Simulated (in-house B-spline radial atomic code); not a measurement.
**RPA and G0W0 on LDA VWN5: Si4+**

Configuration [He] 2s2 2p6, mean-field start LDA VWN5. Computed with an all-electron radial atomic-structure program (B-spline basis): all electrons, non-relativistic, point nucleus, each spin shell either full or empty, empty states to l = 9 with an (l + 1/2)⁻⁴ tail; G0W0 by contour deformation at full frequency.

Command:
```bash
python run_gw.py task.json out
```
Settings (radii: box in bohr, nucleus in fm):
```
Z                        14
electrons                10
configuration            [He] 2s2 2p6
hamiltonian              nr
method                   lda,vwn
lmax                     9
spin_polarised           False
box_radius               11.96
intervals                47
```

Cost of the run: 0.6 s on 1 thread of Intel(R) Xeon(R) Platinum 8375C CPU @ 2.90GHz, on a shared host.

Energies (hartree):

| term | value |
| --- | --- |
| mean-field total | -284.41245 |
| Hartree-Fock functional on these orbitals | -285.16935 |
| direct second order | -0.68006 |
| second-order exchange | 0.24023 |
| SOSEX correction | 0.22315 |

(1) What is the RPA correlation energy, and what remains with SOSEX?

Quasi-particle levels (eV):

```
level  occupied  mean field  Σx - vxc     Σc  QP weight     G0W0
   2p       yes     -148.56    -20.55      ?          ?        ?
   2s       yes     -190.91    -29.11   5.49      0.943  -214.53
   3s        no      -49.53      5.24  -0.60      0.996   -44.89
```

G0W0 = mean field + (Σx - vxc) + Σc, with Σc (partial-wave tail included) taken at the quasi-particle energy. Levels of low weight are left out.

(2) Where does G0W0 put 2p?

Results:

(1) RPA gives -0.61219 hartree (-1.67 eV per electron); RPA + SOSEX gives -0.38904, and the second-order doubles -0.43982 hartree (no singles). SOSEX takes back 36 % of the RPA value.

(2) At -166.80 eV, with Σc = 2.31 eV and a quasi-particle weight of 0.965. The tabulated removal energy is 166.767 ± 0.003 eV (NIST, measured); the calculation leaves out relativity, Breit and QED terms, and what these don't explain is the method's own error.
